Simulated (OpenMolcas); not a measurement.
An atom or ion with 82 electrons was computed by SS-CASPT2, IPEA 0.25 Eh, imaginary shift 0.1 Eh with spin-orbit coupling (OpenMolcas, ANO-RCC-VTZP, DKH2). The lowest levels that the run gave, each within 12 % of the measured value where one is at hand:

```csv
J,Parity,E (cm-1),g
0,even,0.0,
1,even,7080,1.501
2,even,9930,1.301
2,even,19650,1.200
0,even,28790,
```

Problem. Which ion is it, and what are the configurations and terms?

Solution. Pb (Z = 82, neutral; active space 4 electrons in 4 orbitals (6s 6p)). J, parity and g give the terms where levels are pure, and mixed ones are named by the computed weights; the size of the splittings, set against known spectra of the 82-electron sequence, gives the charge. In order, with the measured energies in cm-1 (NIST Handbook of Basic Atomic Spectroscopic Data): 6s2 6p2 3P0, 6s2 6p2 3P1 (7819), 6s2 6p2 3P2 [60 %] (10650), 6s2 6p2 1D2 [60 %] (21458), 6s2 6p2 1S0 (29467).

Term energies are means over components that CASPT2 splits; among the terms shown or strongly mixed into the levels shown the widest spread is 320 cm-1 (6s2 6p2 1D). Some high roots are left out of the spin-orbit mixing, which shifts the levels that they would mix with. Terms from blocks run as CI alone lack orbitals of their own. Spin-orbit splittings of 6p shells tend to come out small when the coupling is added on scalar orbitals. Computed and measured levels are paired by configuration, term and J; levels that our copy of the source lacks, or whose pairing is in doubt (as where it misses far off the trend of its configuration), stay unpaired and out of the deviations. Where the source uses jj or jK labels, the order within each J decides. Only configurations of the active space appear.

A share in square brackets marks a mixed level and gives the weight of the term that names it.
